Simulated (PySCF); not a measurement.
C₆H₁₅Al (SMILES C[CH2][Al]([CH2]C)[CH2]C), singlet, geometry from GFN2-xTB (such geometries of metal compounds can be far from the true shape). Base run: PBE/STO-3G run with PySCF.

Geometry (Å):
```xyz
22

Al     0.2325    -0.0913     0.1778
C      1.6082     0.2941    -1.2388
C      1.2837     1.3892    -2.2674
H      1.8759    -0.6202    -1.7903
H      2.5332     0.5761    -0.7079
H      1.0681     2.3343    -1.7703
H      0.4126     1.1173    -2.8600
H      2.1189     1.5486    -2.9513
C     -1.7637    -0.0345    -0.0784
C     -2.2521     0.3662    -1.4792
H     -2.2174     0.6474     0.6575
H     -2.1860    -1.0215     0.1676
H     -1.8403    -0.3008    -2.2358
H     -1.9382     1.3806    -1.7202
H     -3.3403     0.3238    -1.5474
C      0.9448    -0.5896     1.9911
C     -0.0864    -1.3183     2.8669
H      1.3018     0.2940     2.5405
H      1.8353    -1.2275     1.8861
H     -0.3816    -2.2609     2.4074
H     -0.9844    -0.7132     2.9881
H      0.3118    -1.5349     3.8592
```
All else is at PySCF's defaults.
Base energy -473.90086 Eh.

Variants of this job, named by their change:

```csv
change,ΔE vs base (µEh),SCF cycles
base,0.0,9
diis_space = 4,0.0,10
conv_tol = 1e-6,0.1,6
level_shift = 1.0 (with mf.max_cycle = 100),0.0,24
level_shift = 0.3 (with mf.max_cycle = 100),0.0,11
init_guess = 1e,0.0,17
diis_space = 20,0.0,9
conv_tol_grad = 1e-3,0.0,9
solver = newton; init_guess = 1e,0.0,-
solver = newton,0.0,-
init_guess = mod_huckel,0.0,11
init_guess = vsap,0.0,9
conv_tol = 1e-4,0.5,5
```
